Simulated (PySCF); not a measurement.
Gas-phase reaction: GaH(CH3)2 ⇌ GaH + 4 H + C2H2 (acetylene)

Computed with PySCF and rigid-rotor harmonic-oscillator thermochemistry at 1 bar. † marks an energy on the PBE0/def2-TZVP geometry and frequencies; other levels use their own. MP2 and CCSD(T) freeze the core. 6-31G* has spherical d functions here. Open shells (unrestricted): H (multiplicity 2); the rest are closed-shell singlets. Ga: all electrons, no relativistic terms. Methyl groups turn as free rotors in GaH(CH3)2. GaH(CH3)2, GaH: computed as isolated molecules; such fragments, hydroxides, amides, oligomers or adducts are transient or little studied in the gas. MP2 isn't extrapolated to the basis-set limit; its ΔH°(298 K) is 1215.0 kJ in def2-SVP and 1262.5 kJ in def2-TZVPP. CCSD(T) isn't extrapolated to the basis-set limit; its ΔH°(298 K) is 1233.2 kJ in def2-SVP and 1284.1 kJ in def2-TZVPP. The harmonic model lacks anharmonicity and excited electronic states, which grow with temperature; levels with a mode under 35 cm⁻¹ are left out.

```
level                ΔE electronic, kJ  ΔH°(298 K), kJ  ΔS°(298 K), J/K  ΔG°(800 K), kJ
-------------------  -----------------  --------------  ---------------  --------------
CCSD(T)/def2-SVP†                 1330            1233              539             786
CCSD(T)/def2-TZVPP†               1381            1284              539             837
HF/6-31G*                         1146            1043              540             595
MP2/def2-SVP†                     1311            1215              539             768
MP2/def2-TZVPP†                   1359            1263              539             815
PBE/def2-SVP                      1352            1259              538             813
```
ΔH° is lowest at HF/6-31G* and highest at CCSD(T)/def2-TZVPP†. No reference value is set beside these.
